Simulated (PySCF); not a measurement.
silylphosphine (H5PSi), SMILES [SiH3]P.

Geometry optimised at B3LYP-D3(BJ)/def2-TZVP.

All values below come from TDA-PBE/def2-SVPD (PySCF 2.14.0).

Vertical excitations. Isolated molecule, no solvent. State labels are in the subgroup Cs.

| state | symmetry | energy (eV) | λ (nm) | f | main pairs |
|---|---|---|---|---|---|
| S1 | A' | 6.12 | 203 | 0.034 | HOMO→LUMO+1 96 % |
| S2 | A' | 6.40 | 194 | 0.145 | HOMO→LUMO 75 %, HOMO→LUMO+3 15 % |
| S3 | A" | 6.45 | 192 | 0.008 | HOMO→LUMO+2 86 % |
| S4 | A" | 6.85 | 181 | 0.012 | HOMO→LUMO+4 86 % |
| S5 | A' | 6.91 | 180 | 0.044 | HOMO→LUMO+3 79 % |
| S6 | A' | 7.58 | 163 | 0.008 | HOMO−1→LUMO 41 %, HOMO−1→LUMO+1 31 %, HOMO→LUMO+5 26 % |
| S7 | A' | 7.65 | 162 | 0.032 | HOMO−1→LUMO+1 52 %, HOMO→LUMO+5 42 % |
| S8 | A" | 7.85 | 158 | 0.026 | HOMO−1→LUMO+2 47 %, HOMO−2→LUMO 43 % |
| S9 | A' | 7.90 | 157 | 0.137 | HOMO−1→LUMO 37 %, HOMO→LUMO+5 20 %, HOMO→LUMO+6 11 %, HOMO−2→LUMO+2 10 % |
| S10 | A" | 7.96 | 156 | 0.004 | HOMO−2→LUMO 51 %, HOMO−1→LUMO+2 29 % |
| T1 | A' | 5.36 | 231 | 0 | HOMO→LUMO 96 % |
| T2 | A" | 5.61 | 221 | 0 | HOMO→LUMO+2 95 % |
| T3 | A' | 5.81 | 213 | 0 | HOMO→LUMO+1 99 % |
| T4 | A" | 6.48 | 191 | 0 | HOMO→LUMO+4 96 % |
Triplets are in the Tamm–Dancoff approximation.
